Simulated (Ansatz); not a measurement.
Species: sum formula H4BN2O (charge -1, singlet). It need not be the lowest isomer of its formula. Whether it binds its extra electron was not tested at this geometry. 
Geometry from a B3LYP-D3(BJ)/def2-TZVP (Ansatz, a quantum-chemistry and plane-wave program) optimisation:
SMILES: B(N)(N)[O-]
```xyz
8

N     -1.1917    -0.7542     0.0901
B     -0.0092     0.1846     0.0266
N      1.2579    -0.5792    -0.2818
O     -0.0727     1.4653     0.2107
H     -2.0648    -0.2522     0.0028
H     -1.1797    -1.5212    -0.5717
H      1.3296    -1.4986     0.1374
H      2.0793    -0.0397    -0.0448
```
Charge -1, spin multiplicity 1.

Parts of the frozen-core correlation energy in STO-3G (Ansatz, hartree). Frozen orbitals: 4; correlated occupied orbitals by spin: 12 and 12; virtual: 8 and 8. No spin-orbit coupling. Non-relativistic.

```csv
term,value
reference (HF),-207.93710
MP2 opposite-spin,-0.14539
MP2 same-spin,?
CCSD correlation,?
(T),?
T1 diagnostic,0.015
largest doubles amplitude,0.067
```

Complete the blanks.


- MP2 same-spin, value: -0.03106
- CCSD correlation, value: -0.21234
- (T), value: -0.00691
